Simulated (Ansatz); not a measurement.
The same path of FGeH₂N (5 atoms, charge 0, multiplicity 1) was run 3 times with different band settings. The coordinate that changes most is the dihedral H5–N1–Ge2–F3.

Method: RKS BLYP-D4/def2-SVP (Ansatz 0.2.0).

Relaxed end points:

```xyz
5
Properties=species:S:1:pos:R:3
N -0.487 0.354 -0.206
Ge 0.447 -0.312 1.241
F 1.626 -1.225 0.240
H -1.303 0.971 -0.139
H -0.233 0.138 -1.177
```

```xyz
5
Properties=species:S:1:pos:R:3
N -0.487 0.354 -0.206
Ge 0.445 -0.313 1.241
F 1.628 -1.221 0.240
H -0.230 0.140 -1.177
H -1.305 0.968 -0.140
```

Common settings: spring 5.0 eV/Å²; start path IDPP; force threshold 0.03 eV/Å; iteration limit 60; end points relaxed.

| run | movable images | climbing image | optimiser |
| --- | --- | --- | --- |
| 1 | 7 | yes | quadratic models (default) |
| 2 | 8 | no | quadratic models (default) |
| 3 | 7 | from the first iteration | fire |

**Question.** What does each run give, and how far can it be trusted?

**Answer.** Run 1: converged after 7 iterations, highest image 0.656 eV above the first end. A vibrational analysis at the climbing image gives one clearly imaginary mode, 459i cm⁻¹: a first-order saddle point.
Run 2: converged after 7 iterations, highest image 0.634 eV above the first end. No image climbed, so the highest image needn't sit at the top of the path.
Run 3: converged after 42 iterations, highest image 0.656 eV above the first end. Another band between the same ends (7 images) ends at a top of the same energy, where a vibrational analysis finds 1 clearly imaginary mode.
